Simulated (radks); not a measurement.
Results of a calculation; reference values are marked as such.
Species: Zr. Configuration: [Kr] 4d2 5s2 (the NIST ground configuration). Code: a radial shooting solver on a logarithmic mesh with Libxc functionals. Model: Dirac Kohn-Sham, LB94 model potential, spin-unpolarised, spherical densities, finite nucleus; open shells fill j = l - 1/2 first; Fermi nuclear charge, rms radius 4.2694 fm.

Unscreened Slater integrals over Kohn-Sham orbitals (eV). Large and small components are both included. Empty in this configuration: 4d5/2.

integral           value
F0(5s1/2,5s1/2)   6.9075
F0(5s1/2,4d3/2)   8.1958
G2(5s1/2,4d3/2)   2.0417
F0(5s1/2,4p3/2)   8.7669
G1(5s1/2,4p3/2)  0.63532
F0(5s1/2,4p1/2)   8.7895
G1(5s1/2,4p1/2)  0.60489
F0(5s1/2,4d5/2)   8.1772
G2(5s1/2,4d5/2)   2.0767
F0(4d3/2,4d3/2)   11.771
F2(4d3/2,4d3/2)   5.7502
F0(4d3/2,4p3/2)   13.964
F2(4d3/2,4p3/2)   6.4684
G1(4d3/2,4p3/2)   7.8570
G3(4d3/2,4p3/2)   4.7352
F0(4d3/2,4p1/2)   14.063
G1(4d3/2,4p1/2)   7.7301
F0(4d3/2,4d5/2)   11.710
F2(4d3/2,4d5/2)   5.7191
G2(4d3/2,4d5/2)   5.7178
G4(4d3/2,4d5/2)   3.6762
F0(4p3/2,4p3/2)   17.869
F2(4p3/2,4p3/2)   9.3369
F0(4p3/2,4p1/2)   18.081
G2(4p3/2,4p1/2)   9.4288
F0(4p3/2,4d5/2)   13.866
F2(4p3/2,4d5/2)   6.3926
G1(4p3/2,4d5/2)   7.7351
G3(4p3/2,4d5/2)   4.6613
F0(4p1/2,4p1/2)   18.303
F0(4p1/2,4d5/2)   13.962
G3(4p1/2,4d5/2)   4.5802
F0(4d5/2,4d5/2)   11.651
F2(4d5/2,4d5/2)   5.6890
F4(4d5/2,4d5/2)   3.6571
